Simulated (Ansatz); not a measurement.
Geometry optimisation, RKS B3LYP-D4/STO-3G (Ansatz).

input.yaml

```yaml
crystal:
  periodic: [false, false, false]
  atoms:
    - { symbol: O, position_ang: [-1.0669, -1.7392, -0.4399] }
    - { symbol: C, position_ang: [0.2746, -1.4023, -0.3252] }
    - { symbol: C, position_ang: [0.4085, -0.0984, 0.4638] }
    - { symbol: O, position_ang: [-0.2731, -0.2069, 1.6807] }
    - { symbol: Si, position_ang: [0.1197, 1.4769, -0.5599] }
    - { symbol: O, position_ang: [0.2255, 2.8654, 0.4043] }
    - { symbol: H, position_ang: [-1.1556, -2.5399, -0.9235] }
    - { symbol: H, position_ang: [0.7723, -1.3313, -1.3251] }
    - { symbol: H, position_ang: [0.7296, -2.2143, 0.2727] }
    - { symbol: H, position_ang: [1.4881, -0.0233, 0.8238] }
    - { symbol: H, position_ang: [-1.187, -0.6555, 1.4198] }
    - { symbol: H, position_ang: [1.1312, 1.5889, -1.6224] }
    - { symbol: H, position_ang: [-1.2906, 1.4829, -1.1489] }
    - { symbol: H, position_ang: [-0.1892, 2.7678, 1.3087] }
basis:
  gaussian: { orbitals: STO-3G }
hamiltonian:
  xc: b3lyp
  dispersion: d4
relax:
  f_tol: 0.02
  max_steps: 40
scf:
  lower_state_search: "off"
```

Run as:

```bash
$ ansatz run input.yaml --threads 1 --pin off --max-ram 2048MiB --backend cpu --events-out ev --progress --plain --runs-dir out
```

Question: Where does it end, and by what steps?

Answer: The forces met the threshold. Limits of this set-up: minimal basis. After 38 steps the energy has fallen by 1.399 eV; H7 moved furthest, 2.01 Å.

```json
{"step": "0", "energy less start (eV)": "0.0000", "largest force component (eV/Å)": "4.776", "accepted": "yes"}
{"step": "2", "energy less start (eV)": "-0.9441", "largest force component (eV/Å)": "0.401", "accepted": "yes"}
{"step": "4", "energy less start (eV)": "-0.9908", "largest force component (eV/Å)": "0.508", "accepted": "yes"}
{"step": "6", "energy less start (eV)": "-1.0083", "largest force component (eV/Å)": "0.134", "accepted": "yes"}
{"step": "8", "energy less start (eV)": "-1.0136", "largest force component (eV/Å)": "0.630", "accepted": "no"}
{"step": "10", "energy less start (eV)": "-1.0230", "largest force component (eV/Å)": "0.161", "accepted": "yes"}
{"step": "12", "energy less start (eV)": "-1.0510", "largest force component (eV/Å)": "0.667", "accepted": "yes"}
{"step": "14", "energy less start (eV)": "-1.2145", "largest force component (eV/Å)": "0.685", "accepted": "yes"}
{"step": "16", "energy less start (eV)": "-1.3189", "largest force component (eV/Å)": "0.302", "accepted": "yes"}
{"step": "18", "energy less start (eV)": "-1.3347", "largest force component (eV/Å)": "0.108", "accepted": "yes"}
{"step": "20", "energy less start (eV)": "-1.3383", "largest force component (eV/Å)": "0.051", "accepted": "yes"}
{"step": "22", "energy less start (eV)": "-1.3404", "largest force component (eV/Å)": "0.128", "accepted": "yes"}
{"step": "24", "energy less start (eV)": "-1.3430", "largest force component (eV/Å)": "0.210", "accepted": "yes"}
{"step": "26", "energy less start (eV)": "-1.3458", "largest force component (eV/Å)": "0.410", "accepted": "yes"}
{"step": "28", "energy less start (eV)": "-1.3666", "largest force component (eV/Å)": "0.150", "accepted": "yes"}
{"step": "30", "energy less start (eV)": "-1.3624", "largest force component (eV/Å)": "0.637", "accepted": "no"}
{"step": "32", "energy less start (eV)": "-1.3884", "largest force component (eV/Å)": "0.112", "accepted": "yes"}
{"step": "34", "energy less start (eV)": "-1.3960", "largest force component (eV/Å)": "0.166", "accepted": "yes"}
{"step": "36", "energy less start (eV)": "-1.3988", "largest force component (eV/Å)": "0.027", "accepted": "yes"}
{"step": "38", "energy less start (eV)": "-1.3992", "largest force component (eV/Å)": "0.010", "accepted": "yes"}
```

```xyz
14
Properties=species:S:1:pos:R:3
O -1.086 -1.909 0.431
C -0.138 -1.258 -0.512
C 0.536 -0.056 0.278
O -0.376 0.236 1.414
Si 0.571 1.619 -0.659
O -0.736 2.383 0.121
H -0.471 -2.529 0.971
H -0.767 -0.894 -1.349
H 0.608 -1.974 -0.913
H 1.521 -0.390 0.669
H -1.007 -0.600 1.304
H 1.855 2.278 -0.496
H 0.363 1.427 -2.082
H -0.885 1.636 0.851
```

Whether the end is a true minimum wasn't checked by a vibrational analysis.

Time of the run: 43 s on 1 thread of AMD EPYC 9R45 96-Core Processor (Zen 5), with other jobs on the host, peak memory 0.14 GiB.
